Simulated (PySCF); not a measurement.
**`InChI=1S/C3H12N2Si/c1-3-4-5(2)6/h4H,3H2,1-2,6H3`**

Molfile (atoms numbered from 1):
```
C3H12N2Si
     RDKit          3D

 18 17  0  0  0  0  0  0  0  0999 V2000
    2.2016    0.3269   -0.1085 C   0  0  0  0  0  0  0  0  0  0  0  0
    1.3433   -0.8650    0.2917 C   0  0  0  0  0  0  0  0  0  0  0  0
   -0.0279   -0.6044    0.6775 N   0  0  0  0  0  0  0  0  0  0  0  0
   -0.8411   -0.0557   -0.3221 N   0  0  0  0  0  0  0  0  0  0  0  0
   -1.8293   -0.9944   -0.8058 C   0  0  0  0  0  0  0  0  0  0  0  0
   -1.1794    1.6564   -0.3846 Si  0  0  0  0  0  4  0  0  0  0  0  0
    3.2236    0.0010   -0.3576 H   0  0  0  0  0  0  0  0  0  0  0  0
    2.2714    1.0655    0.7064 H   0  0  0  0  0  0  0  0  0  0  0  0
    1.7883    0.8340   -0.9931 H   0  0  0  0  0  0  0  0  0  0  0  0
    1.3179   -1.5924   -0.5381 H   0  0  0  0  0  0  0  0  0  0  0  0
    1.8082   -1.3930    1.1421 H   0  0  0  0  0  0  0  0  0  0  0  0
   -0.1019   -0.1044    1.5608 H   0  0  0  0  0  0  0  0  0  0  0  0
   -2.4052   -0.5367   -1.6266 H   0  0  0  0  0  0  0  0  0  0  0  0
   -1.3425   -1.8991   -1.2071 H   0  0  0  0  0  0  0  0  0  0  0  0
   -2.5395   -1.3138   -0.0193 H   0  0  0  0  0  0  0  0  0  0  0  0
   -2.2544    2.0896    0.5765 H   0  0  0  0  0  0  0  0  0  0  0  0
   -1.6421    2.0193   -1.7589 H   0  0  0  0  0  0  0  0  0  0  0  0
    0.0597    2.4033   -0.0266 H   0  0  0  0  0  0  0  0  0  0  0  0
  1  2  1  0
  2  3  1  0
  3  4  1  0
  4  5  1  0
  4  6  1  0
  1  7  1  0
  1  8  1  0
  1  9  1  0
  2 10  1  0
  2 11  1  0
  3 12  1  0
  5 13  1  0
  5 14  1  0
  5 15  1  0
  6 16  1  0
  6 17  1  0
  6 18  1  0
M  END
```

Computed, not measured: PySCF 2.14.0, GIAO B3LYP/STO-3G magnetisability, rotational g tensor and spin-rotation constants, non-relativistic, gas phase. Geometry: PBE0-D3(BJ)/def2-SVP.

Question: How diamagnetic is it, and how anisotropic?

Answer: Isotropic -1274 × 10⁻³⁰ J/T², or -76.8 × 10⁻⁶ cm³/mol; principal values -1319, -1304, -1200 × 10⁻³⁰ J/T², anisotropy 112 × 10⁻³⁰ J/T² (root of half the summed squared differences of the principal values). The susceptibility is in cgs units.

Question: Split it along the inertial axes a, b, c into diamagnetic and paramagnetic parts about the centre of mass, with the quadrupole moment.

Answer: 
```csv
axis,χ (10⁻⁶ cm³/mol),diamagnetic (10⁻⁶ cm³/mol),paramagnetic (10⁻⁶ cm³/mol),summed x² of all electrons (Å²),quadrupole Θ (D Å)
a,-78.5,-451.0,372.6,146.8,+1.73
b,-78.5,-733.7,655.2,80.1,-2.50
c,-73.3,-962.5,889.3,26.2,+0.76
```
Anisotropies 2χaa − χbb − χcc = -5.1 and 2χbb − χaa − χcc = -5.4 × 10⁻⁶ cm³/mol. Θ is traceless in Buckingham's convention.

Question: And the rotational g tensor?

Answer: 
| axis | rotational constant (GHz) | g | nuclear part | electronic part |
| --- | --- | --- | --- | --- |
| a | 3.6780 | +0.0009 | 0.6446 | -0.6438 |
| b | 1.9975 | +0.0029 | 0.6177 | -0.6149 |
| c | 1.4681 | -0.0029 | 0.6105 | -0.6133 |

Asymmetric top; isotopes 12C, 1H, 14N, 28Si; no vibrational averaging.
